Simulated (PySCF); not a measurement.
# Ru(2+): ionisation energy

Ru(2+) [Kr] 4d6 (5D) → Ru(3+) [Kr] 4d5 (6S), as a difference of total energies. All numbers are calculated (PySCF 2.14, a scalar-relativistic core potential, in aug-cc-pVDZ-PP with ECP28MDF (5s5p4d2f, 54 functions)). Correlated levels: valence: 4s2 4p6 frozen. The calculations carry no spin-orbit coupling.

```
           method  ionisation energy (eV)
              UHF                  26.435
    MP2 (valence)                  27.406
SCS-MP2 (valence)                  27.524
   CCSD (valence)                  27.451
CCSD(T) (valence)                  27.472
```

Q: How much does correlation contribute at CCSD(T) (valence)?

A: 27.472 − (26.435) = 1.037 eV, measured against UHF.

The reference lies between the lowest fine-structure levels, while these numbers refer to the centres of the terms.

Errors of the correlated levels include the incompleteness of this basis and the frozen core.

For comparison: 28.47 eV (semi-empirical (NIST evaluation); NIST Atomic Spectra Database, ionization energies).
